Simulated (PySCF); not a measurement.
An unknown is described by computed data only.

Formula: C5H11N3Si.

| Quantity | Value |
| --- | --- |
| Valence photoelectron | vertical ionisation energy: 9.15 eV [ΔSCF PBE0/def2-SVPD] |
| Rotational structure | rotational constants A, B, C: 2.186, 0.985, 0.867 GHz [PBE0-D3(BJ)/def2-SVP] |
| 13C NMR | chemical shifts (computed TMS as zero) by class: 162.0 (1 C), 153.1 (1 C), 14.2 (1 C), -0.6 (2 C) ppm [GIAO HF/pcSseg-1] |
| NMR, other nuclei | isotropic shieldings of nuclei other than C and H, by class: -118 (1 N), -107 (1 N), 91 (1 N), 400 (1 Si) ppm [GIAO HF/pcSseg-1] |
| Triplet | lowest triplet excitation (Tamm–Dancoff): 4.70 eV [TDA PBE0/def2-SVPD] |
| Polarisability | 102.4 au [PBE0/def2-SVPD] |
| Dipole | 6.49 D [PBE0/def2-SVPD] |

The electronic properties come from PySCF, for the isolated species, density fitting. Levels stand in brackets. One conformer (not necessarily the lowest) at the PBE0-D3(BJ)/def2-SVP geometry, without solvent, vibrations or thermal averaging. Each NMR value is the plain mean over a class of atoms that symmetry, rotation or inversion makes alike.

Q: Propose a structure and show how it fits.

A: Numbering: `[CH3:1][c:2]1[n:3][n:4][cH:5][n:6]1[SiH:7]([CH3:8])[CH3:9]`. Its formula, C5H11N3Si, gives 3 degrees of unsaturation: 1 ring and 2 π bonds in the structure found (Kekulé form). 5 carbons fall into 4 classes; from least to most shielded: substituted aromatic carbon [C2] (162.0 ppm), aromatic CH next to a ring nitrogen [C5] (153.1 ppm), benzylic-type carbon [C1] (14.2 ppm), Si-methyl carbon [C8/C9] (-0.6 ppm, 2 C). The other shieldings belong to: -118 ppm, pyridine-type nitrogen [N4]; -107 ppm, pyridine-type nitrogen [N3]; 91 ppm, pyrrole-type nitrogen [N6]; 400 ppm, SiH silicon [Si7]. By its constants the optimised geometry is an asymmetric top. Structure: `CC1=NN=CN1[SiH](C)C`. The assignments are read from this structure; whether some other isomer fits the data as well wasn't checked.

The values belong to the conformer `[CH3:1][c:2]1[n:3][n:4][cH:5][n:6]1[SiH:7]([CH3:8])[CH3:9]`: C5–N6–Si7–C8 56°.
